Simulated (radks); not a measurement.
Kinetic energies: the exact non-interacting value of the Kohn-Sham orbitals and orbital-free approximations, as 100 (|E| - |E exact|)/|E exact|, negative where the magnitude is too small. Species: Rb [Kr] 5s1; Au [Xe] 4f14 5d10 6s1; S+ [Ne] 3s2 3p3; S4+ [Ne] 3s2. All-electron calculation, non-relativistic Kohn-Sham, LDA (Slater exchange, Perdew-Wang correlation), spin-polarised, spherical densities, point nucleus. Program: a radial shooting solver on a logarithmic mesh with Libxc functionals. Every spin shell is full or empty, so the densities are truly spherical. Functionals are evaluated on that one density, not self-consistently.

functional,Rb,Au,S+,S4+
exact (hartree),2933.95,17854.7,395.558,391.751
Thomas-Fermi,-5.82,-4.65,-7.27,-7.34
von Weizsacker,-54.14,-64.47,-39.32,-38.46
TF + vW,+40.05,+30.88,+53.40,+54.20
TF + vW/9,-0.72,-0.70,-0.53,-0.50
TF + vW/5,+3.35,+2.46,+4.86,+4.97
LC94,+0.04,+0.01,+0.16,+0.18
APBEK,+0.11,+0.03,+0.29,+0.31
revAPBEK,+0.32,+0.17,+0.65,+0.68
Thakkar,-0.49,-0.79,-0.05,-0.02
Pearson,-1.05,-0.85,-1.55,-1.59
PG1,+16.97,+12.44,+24.74,+25.28
DePristo-Kress,-0.08,-0.21,+0.06,+0.07
Ernzerhof,-0.39,-0.49,+0.09,+0.15
